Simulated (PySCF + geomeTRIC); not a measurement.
Species: CH₅BS, SMILES `BSC` (H–B–S–C torsion 180°) (charge 0, multiplicity 1).

Problem. Give a relaxed geometry from M06-2X/def2-TZVP run with PySCF + geomeTRIC.

Solution. Several could match; the one computed here: the end point of this relaxation, one of several conformers (outside a Z-matrix the atoms follow the SMILES, hydrogens last).
Bonded distances (Å): B1–S2 1.756, B1–H4 1.185, B1–H5 1.187, S2–C3 1.815, C3–H6 1.087, C3–H7 1.086, C3–H8 1.086. Angles (°): S2–B1–H4 116.4, S2–B1–H5 120.7, H4–B1–H5 123.0, B1–S2–C3 104.2, S2–C3–H6 107.8, S2–C3–H7 110.1, S2–C3–H8 110.1, H6–C3–H7 109.4, H6–C3–H8 109.4, H7–C3–H8 110.0.
